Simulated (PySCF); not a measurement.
Estimate the missing entries of this data sheet.

Compound: C6H7O2 (charge -1).
SMILES: `[O-]C(C(C(C)=C)=C)=O`

Conformer (atom-mapped SMILES and torsion angles): `[CH2:1]=[C:2]([CH3:3])[C:4](=[CH2:5])[C:6](=[O:7])[O-:8]`: C1–C2–C4–C5 -123°, C2–C4–C6–O7 -77°.

```json
{"property": "point group of the GFN2-xTB geometry", "level": "GFN2-xTB", "value": "?"}
{"property": "rotational constants A, B, C of the GFN2-xTB geometry", "level": "GFN2-xTB", "value": "3.033, 1.633, 1.403 GHz"}
{"property": "HOMO energy", "level": "PBE0/pcSseg-1", "value": "?"}
{"property": "LUMO energy", "level": "PBE0/pcSseg-1", "value": "3.89 eV"}
{"property": "13C chemical shifts (computed TMS as zero) by class", "level": "GIAO PBE0/pcSseg-1", "value": "?"}
{"property": "1H chemical shifts (computed TMS as zero) by class", "level": "GIAO PBE0/pcSseg-1", "value": "5.66 (1 H), 4.60 (1 H), 4.51 (1 H), 4.14 (1 H), 1.84 (3 H) ppm"}
{"property": "isotropic shieldings of nuclei other than C and H, by class", "level": "GIAO PBE0/pcSseg-1", "value": "?"}
```

The electronic properties come from PySCF, for the isolated species, density fitting. NMR classes are plain means over equivalent atoms (diastereotopic ones count apart unless rotation or inversion swaps them), as if these changed places fast; in this geometry the members of some classes differ. No diffuse functions stand in pcSseg-1, which bears on an anion's orbital energies.

(1) Give the 13C chemical shifts (computed TMS as zero) by class.

(2) Give the isotropic shieldings of nuclei other than C and H, by class.

(3) Give the point group of the GFN2-xTB geometry.

(4) The HOMO energy?

Answers

(1) 176.8 (1 C), 172.0 (1 C), 154.1 (1 C), 108.1 (1 C), 100.0 (1 C), 29.7 (1 C) ppm.

(2) -16 (1 O), 1 (1 O) ppm.

(3) C1.

(4) -1.32 eV.

The rotational constants make it an asymmetric top with κ = (2B − A − C)/(A − C) = -0.72, nearer the prolate limit (−1). With B = h/(8π²I), that is 505.379 GHz u Å² over I, the principal moments of inertia are 166.6, 309.6 and 360.1 u Å² (most abundant isotopes).

One conformer stands for the species.
